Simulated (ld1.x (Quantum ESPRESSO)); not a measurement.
As, TM semilocal: configuration errors across variants

As (Z = 33), norm-conserving Troullier–Martins (semilocal form), made with ld1.x (Quantum ESPRESSO) 7.5 (LDA (PZ), scalar-relativistic). Core [Ar] 3d10, reference 4s2 4p3. Waves: 4s (bound): rc 1.30 bohr; 4d channel at 0.25 Ry: rc 1.80 bohr; 4p (bound): rc 2.15 bohr. Local part: the p channel. Core correction: a·sin(br)/r model core inside 0.60 bohr.

All-electron excitation energies from the reference (eV): (1) 4s2 4p2 9.325; (2) 4s2 4p1 27.488; (3) 4s2 4p0 55.528; (4) 4s1 4p4 9.483; (5) 4s2 4p3.3 -1.278; (6) 4s1 4p3 19.487; (7) 4s0 4p5 19.206; (8) 4s2 4p3 spin -1.324; (9) 4s2 4p2 spin 8.597.

Spin tests fill each open shell by Hund’s rule, majority spin first.

In the semilocal form every listed channel keeps its own potential, so the choice of the local channel does not act on these tests. It acts once the file is put into the separable form.

A semilocal file is local in each channel, so a ghost entry of none says nothing of the separable form that plane-wave codes build from it.

1 further variants failed, have other tests or another functional or relativity, and are left out.

A true bound ghost makes a file unfit for plane-wave use even where its test errors are small: the radial tests pick states by their node count and pass the ghost by.

Errors AE − PS in meV (a dash: test not solved or not reliable):

| change | (1) | (2) | (3) | (4) | (5) | (6) | (7) | (8) | (9) | bound ghosts |
| --- | --- | --- | --- | --- | --- | --- | --- | --- | --- | --- |
| base | -2.7 | -20 | -88 | -7.6 | +0.2 | -14 | -30 | -3.0 | -5.7 | none |
| wave 4s (bound): rc 1.30 bohr becomes 4s (bound): rc 1.00 bohr | -1.9 | -11 | -45 | -19 | +0.2 | -5.8 | -168 | +2.9 | -0.4 | s |
| core correction a·sin(br)/r model core inside 0.64 bohr | -2.7 | -20 | -88 | -7.6 | +0.2 | -14 | -30 | -3.0 | -5.7 | none |
| wave 4d channel at 0.25 Ry: rc 1.80 bohr becomes 4d channel at 0.25 Ry: rc 1.24 bohr | -2.7 | -20 | -88 | -7.6 | +0.2 | -14 | -30 | -3.0 | -5.7 | d |
| local potential the s channel | -2.7 | -20 | -88 | -7.6 | +0.2 | -14 | -30 | -3.0 | -5.7 | none |
| all radii but the core radius scaled by about 1.17 (s 1.52, p 2.52, d 2.10 bohr) | -2.8 | -29 | -145 | +0.3 | +0.2 | -2.0 | +4.7 | -16 | -15 | none |

Q: Give the same row for: form changed from semilocal to separable (Kleinman–Bylander), still TM; local potential all-electron potential smoothed inside 1.70 bohr (lloc = -1).

A: -1.8, -15, -73, -6.7, +0.2, -11, -27, -2.4, -4.8; bound ghosts: none.
